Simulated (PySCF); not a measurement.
C5H4N, charge -1, singlet, at a GFN2-xTB geometry (in this run its highest filled SCF level lies above zero, so its values depend strongly on the basis, on diffuse functions most of all). Base run: DF-HF/STO-3G run with PySCF.

PySCF was given this input:
```python
from pyscf import gto, scf

mol = gto.M(
    atom='''
N    -0.002571    0.000163    1.383954
C     0.002860   -0.000181   -1.539953
C     0.014409    1.124398    0.663539
C    -0.016874   -1.124242    0.663746
C    -0.014810   -1.159869   -0.712972
C     0.017459    1.159701   -0.713185
H     0.026070    2.042966    1.265087
H    -0.030770   -2.042668    1.265462
H    -0.027651   -2.146913   -1.192443
H     0.032081    2.146632   -1.192837
''',
    basis='sto-3g',
    charge=-1,
    spin=0,
    verbose=4,
)

mf = scf.RHF(mol)
mf = mf.density_fit(auxbasis='def2-universal-jkfit')
mf.kernel()
```

The base run was repeated with changes; each row names its change, and settings that it needs were set with it.

| change | basis functions | E (Eh) | HOMO (eV) | HOMO-LUMO gap (eV) |
|---|---|---|---|---|
| base | 34 | -242.84694 | 0.93 | 12.84 |
| basis = 3-21G | 62 | -244.64231 | -2.25 | 11.82 |
| basis = pcseg-0 | 62 | -245.33243 | -2.59 | 11.69 |
| basis = LANL2DZ | 62 | -245.96158 | -2.75 | 11.34 |
| basis = def2-SV(P) | 92 | -245.84430 | -2.79 | 11.91 |
| basis = cc-pVDZ | 104 | -246.05900 | -2.70 | 11.95 |
| basis = def2-SVP | 104 | -245.85502 | -2.77 | 11.88 |
| basis = 6-31+G* | 116 | -246.05880 | -3.17 | 8.54 |
| basis = 6-311G** | 132 | -246.09338 | -2.82 | 11.55 |
| basis = 6-311++G** | 160 | -246.10796 | -3.20 | 7.24 |
| basis = aug-pcseg-1 | 174 | -245.99527 | -3.22 | 6.60 |
| basis = aug-cc-pVDZ | 174 | -246.08164 | -3.18 | 6.93 |
| basis = pcseg-2 | 236 | -246.12032 | -3.12 | 9.71 |

Totals compare only among sets that treat the same electrons; sets with core potentials leave the core out.
